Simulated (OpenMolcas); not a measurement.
An OpenMolcas run meant for Er²⁺ (ANO-RCC-VDZP, DKH2; inactive shells 1s 2s 2p 3s 3p 3d 4s 4p 4d 5s 5p; intended active space 12 electrons in 7 orbitals (4f)). One step of its input:

```
&RASSCF
FileOrb=start.orb
Symmetry=1
Spin=3
nActEl=12 0 0
Inactive=15 12
Ras2=0 7
CIRoot=21 21 1
SDav=21
CIMx=300
Iter=99 100
PrWF=0.3
OrbListing=Nothing
MaxOrb=0
Atom
Thrs=1.0e-2 5.0e-1 5.0e-1
```

The run finished. Its levels beside those of a sound run (CASSCF), in cm-1 above each run's lowest level:

```tsv
Level	This run	Usual run
4f12 3H6	0.0	0.0
4f12 3F4 [51 %]	6295	6291
4f12 3H5	7047	7046
4f12 3H4 [60 %]	11533	11532
4f12 3F3	14439	14439
4f12 3F2	15802	15799
4f12 1G4 [60 %]	19104	19072
4f12 1D2 [65 %]	31344	31296
4f12 1I6	37724	37635
4f12 3P1	41544	41544
4f12 3P2	41962	41937
4f12 3P0	42684	42684
```

Q: Which setting is unsound, and how much does it matter here?

A: The convergence thresholds are far too loose, so the orbitals stop early. Against the sound run the excited levels shown move by 18 cm-1 on average and by 89 cm-1 at most.

Some high roots are left out of the spin-orbit mixing, which shifts the levels that they would mix with. Without dynamic correlation excited terms often stand tens of per cent too high (terms of higher spin than the ground term too low), and those without a measured partner can miss by more than the paired ones. Only configurations of the active space appear.

A share in square brackets marks a mixed level and gives the weight of the term that names it, the lowest over the columns.
